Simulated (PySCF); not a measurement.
# Excitation energy of Re by level of theory

Re [Xe] 4f14 5d5 6s2 (6S) → Re [Xe] 4f14 5d4 6s2 6p1 (high-spin determinant), as a difference of total energies. All numbers are calculated (PySCF 2.14, scalar relativity through the core potential, in aug-cc-pVDZ-PP with ECP60MDF). Correlated levels: valence: 5s2 5p6 frozen. The calculations carry no spin-orbit coupling.

| method | excitation energy (eV) |
| --- | --- |
| UHF | 5.190 |
| MP2 (valence) | 5.557 |
| SCS-MP2 (valence) | 5.246 |
| CCSD (valence) | 5.493 |
| CCSD(T) (valence) | 5.166 |

Q: How much does correlation contribute at CCSD(T) (valence)?

A: 5.166 − (5.190) = -0.024 eV, measured against UHF.

The coupled-cluster amplitudes are large for the upper state (T1 above 0.03 or a double amplitude above 0.15), so a single reference is strained.

The determinant of the upper state mixes LS terms, which raises its energy above the lowest term, most at the Hartree-Fock and MP2 levels.
